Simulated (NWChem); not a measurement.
System: CH₆F₂Si₂; SMILES [SiH3][Si@@H](CF)F

NWChem printed, in part:

```
             Northwest Computational Chemistry Package (NWChem) 7.3.0
             --------------------------------------------------------

                             Geometry "geometry" -> ""
                             -------------------------

 Output coordinates in angstroms (scale by  1.889725989 to convert to a.u.)

  No.       Tag          Charge          X              Y              Z
 ---- ---------------- ---------- -------------- -------------- --------------
    1 F                    9.0000     1.18091800     1.86717500    -0.03965200
    2 C                    6.0000    -0.14706800     1.65068500    -0.36870600
    3 Si                  14.0000    -0.63731300    -0.00776500     0.41576900
    4 F                    9.0000    -2.07300300    -0.45105800    -0.22931900
    5 Si                  14.0000     1.01432800    -1.59151200    -0.09464800
    6 H                    1.0000    -0.24958700     1.61702600    -1.46777400
    7 H                    1.0000    -0.75388700     2.49700100    -0.00284300
    8 H                    1.0000    -0.83342800     0.15514900     1.88611500
    9 H                    1.0000     0.55492500    -2.96403600     0.27741700
   10 H                    1.0000     2.25886000    -1.26833300     0.66539200
   11 H                    1.0000     1.30670400    -1.55330000    -1.55983100

 Effective nuclear repulsion energy (a.u.)     295.8610274933

                              NWChem Property Module
                              ----------------------

  itol2e modified to match energy
  convergence criterion.

                                 NWChem DFT Module
                                 -----------------

 Summary of "ao basis" -> "ao basis" (spherical)
 ------------------------------------------------------------------------------
       Tag                 Description            Shells   Functions and Types
 ---------------- ------------------------------  ------  ---------------------
 F                          pcsseg-1                 7       17   3s3p1d
 C                          pcsseg-1                 7       17   3s3p1d
 Si                         pcsseg-1                10       24   4s5p1d
 H                          pcsseg-1                 3        5   2s1p

  itol2e modified to match energy
  convergence criterion.

            General Information
            -------------------
          SCF calculation type: DFT
          Wavefunction type:  closed shell.
          No. of atoms     :    11
          No. of electrons :    58
           Alpha electrons :    29
            Beta electrons :    29
          Charge           :     0
          Spin multiplicity:     1
          Use of symmetry is: off; symmetry adaption is: off
          Maximum number of iterations: 150
          AO basis - number of functions:   129
                     number of shells:    59
          Convergence on energy requested:  1.00D-07
          Convergence on density requested:  1.00D-05
          Convergence on gradient requested:  5.00D-04

              XC Information
              --------------
                          KT2 Method XC Functional
                        Slater Exchange Functional  1.072 local
                           KT1 gradient correction  1.000 non-local
            Perdew 1991 LDA Correlation Functional  0.577 local

[...]

          -----------------------------------------
          Chemical Shielding Tensors (GIAO, in ppm)
          -----------------------------------------

                                NWChem CPHF Module
                                ------------------

  scftype          =     RHF
  nclosed          =       29
  nopen            =        0
  variables        =     2900
  # of vectors     =        3
  tolerance        = 0.10D-03
  level shift      = 0.00D+00
  max iterations   =       50
  max subspace     =       30

 SCF residual:    2.0171442258498988E-005

Iterative solution of linear equations
  No. of variables     2900
  No. of equations        3
  Maximum subspace       30
        Iterations       50
       Convergence  1.0D-04

   iter   nsub   residual    time
   ----  ------  --------  ---------
     1      3    9.31D-06      55.2

      Atom:    1  F
        Diamagnetic
    489.1036      4.3803      6.0583
      4.3803    465.9360     -0.6611
      6.0583     -0.6611    462.9934

        Paramagnetic
    -59.3756    -13.6646    -39.0552
    -13.6646     23.1212     17.9479
    -39.0552     17.9479     19.8036

        Total Shielding Tensor
    429.7280     -9.2844    -32.9969
     -9.2844    489.0572     17.2868
    -32.9969     17.2868    482.7970

           isotropic =     467.1940
          anisotropy =      70.2217

          Principal Components and Axis System
                 1           2           3
              514.0085    473.6651    413.9086

      1        -0.3447      0.2562      0.9031
      2         0.6179      0.7862      0.0128
      3         0.7067     -0.5624      0.4293

      Atom:    2  C
        Diamagnetic
    258.8552      4.4169      3.1618
      4.4169    251.1642     -1.4992
      3.1618     -1.4992    244.2153

        Paramagnetic
    -90.2208     18.4398     22.9545
     18.4398   -172.1987      0.1398
     22.9545      0.1398   -168.5700

        Total Shielding Tensor
    168.6344     22.8567     26.1163
     22.8567     78.9655     -1.3595
     26.1163     -1.3595     75.6453

           isotropic =     107.7484
          anisotropy =     108.6331

          Principal Components and Axis System
                 1           2           3
              180.1705     79.0014     64.0733

      1         0.9489     -0.0338     -0.3136
      2         0.2112      0.8067      0.5519
      3         0.2344     -0.5900      0.7727

      Atom:    3  Si
        Diamagnetic
    885.4148      1.5742      1.3281
      1.5742    882.9733      0.0832
      1.3281      0.0832    876.9617

        Paramagnetic
   -493.1450     21.2178     22.8624
     21.2178   -549.3522     48.1268
     22.8624     48.1268   -590.7161

        Total Shielding Tensor
    392.2698     22.7921     24.1905
     22.7921    333.6210     48.2100
     24.1905     48.2100    286.2456

           isotropic =     337.3788
          anisotropy =     114.1211

          Principal Components and Axis System
                 1           2           3
              413.4595    343.0251    255.6518

      1         0.8394     -0.5394     -0.0666
      2         0.4357      0.7412     -0.5106
      3         0.3248      0.3996      0.8572

      Atom:    4  F
        Diamagnetic
    489.1063      7.4757      9.8846
      7.4757    468.6922      2.3741
      9.8846      2.3741    467.7346

        Paramagnetic
   -110.9812     -4.3215    -25.7283
     -4.3215    -66.5639    -41.3775
    -25.7283    -41.3775    -68.6795

        Total Shielding Tensor
    378.1251      3.1542    -15.8437
      3.1542    402.1283    -39.0034
    -15.8437    -39.0034    399.0551

           isotropic =     393.1028
          anisotropy =      73.9518

          Principal Components and Axis System
                 1           2           3
              442.4040    379.8494    357.0551

      1         0.2051      0.8757      0.4372
      2         0.6891     -0.4464      0.5708
      3        -0.6950     -0.1842      0.6950

      Atom:    5  Si
        Diamagnetic
    884.0369     -2.9929     -0.5940
     -2.9929    885.0520      0.6997
     -0.5940      0.6997    880.8082

        Paramagnetic
   -412.0289     -0.0509     -2.0915
     -0.0509   -411.4209      1.7108
     -2.0915      1.7108   -406.1146

        Total Shielding Tensor
    472.0080     -3.0438     -2.6855
     -3.0438    473.6311      2.4105
     -2.6855      2.4105    474.6936

           isotropic =     473.4442
          anisotropy =       8.2671

          Principal Components and Axis System
                 1           2           3
              478.9556    471.8439    469.5331

      1        -0.5019      0.2090      0.8393
      2         0.5782     -0.6406      0.5053
      3         0.6433      0.7389      0.2007

      Atom:    6  H
        Diamagnetic
     24.7990      0.9616      3.3064
      0.9616     24.8955     -2.1560
      3.3064     -2.1560     38.1974

        Paramagnetic
      2.9248     -0.6566     -0.2952
     -0.6566     -0.0288      0.9043
     -0.2952      0.9043    -11.4182

        Total Shielding Tensor
     27.7238      0.3050      3.0111
      0.3050     24.8667     -1.2517
      3.0111     -1.2517     26.7792

           isotropic =      26.4566
          anisotropy =       5.8605

          Principal Components and Axis System
                 1           2           3
               30.3636     25.6851     23.3210

      1         0.7419      0.4718     -0.4764
      2        -0.1095      0.7862      0.6082
      3         0.6615     -0.3991      0.6350

      Atom:    7  H
        Diamagnetic
     30.4217     -6.8358     -2.2286
     -6.8358     35.0213      2.8298
     -2.2286      2.8298     22.4421

        Paramagnetic
     -1.1781      4.9838      2.3875
      4.9838     -8.7759     -3.1965
      2.3875     -3.1965      0.4299

        Total Shielding Tensor
     29.2436     -1.8521      0.1589
     -1.8521     26.2454     -0.3666
      0.1589     -0.3666     22.8720

[...]
```

Level: KT2/pcSseg-1, GIAO. All runs use the structure optimised with PBE0/def2-SVP. The printed shielding anisotropy is the first printed principal value minus the mean of the other two.

Which NWChem input produces such a log?

One answer among several that fit: the input that was run:
```
start job
memory heap 200 mb stack 900 mb global 1100 mb
geometry units angstroms noautosym nocenter noautoz
  F      1.180918     1.867175    -0.039652
  C     -0.147068     1.650685    -0.368706
  Si    -0.637313    -0.007765     0.415769
  F     -2.073003    -0.451058    -0.229319
  Si     1.014328    -1.591512    -0.094648
  H     -0.249587     1.617026    -1.467774
  H     -0.753887     2.497001    -0.002843
  H     -0.833428     0.155149     1.886115
  H      0.554925    -2.964036     0.277417
  H      2.258860    -1.268333     0.665392
  H      1.306704    -1.553300    -1.559831
end
basis spherical
  F library pcsseg-1
  C library pcsseg-1
  Si library pcsseg-1
  H library pcsseg-1
end
dft
  xc kt2
  iterations 150
end
property
  shielding
end
task dft property
```
